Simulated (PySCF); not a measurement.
# NaSn⁺ at MN15

Computed with MN15; Na x2c-SVPall, Sn x2c-SVPall; spin-free X2C with a Gaussian nucleus (PySCF 2.14).

```
state                                                                                                              : ³Π (triplet), unpaired electrons σ ↑, π ↑
bond length                                                                                                        : 0.3384 nm
harmonic wavenumber                                                                                                : 108 cm⁻¹
force constant                                                                                                     : 0.133 mdyn/Å
rotational constant Be                                                                                             : 0.07633 cm⁻¹
anharmonicity ωexe                                                                                                 : 0.699 cm⁻¹
vibration–rotation constant αe                                                                                     : 0.000675 cm⁻¹
well depth De to Na⁺ + Sn                                                                                          : 63 kJ/mol
dissociation energy D0                                                                                             : 62 kJ/mol
bond order (Mayer)                                                                                                 : 0.40
dipole moment (positive dipole points towards Sn; it is taken about the centre of mass and depends on that origin) : -10.40 D
```

These are scalar-relativistic numbers at best; spin–orbit coupling would shift them, the dissociation energy most. For an ion De counts to the pair picked by the measured ionisation energies or electron affinities, which need not be the lowest pair at this level. The state was picked by a PBE0 search and need not be the measured ground state.
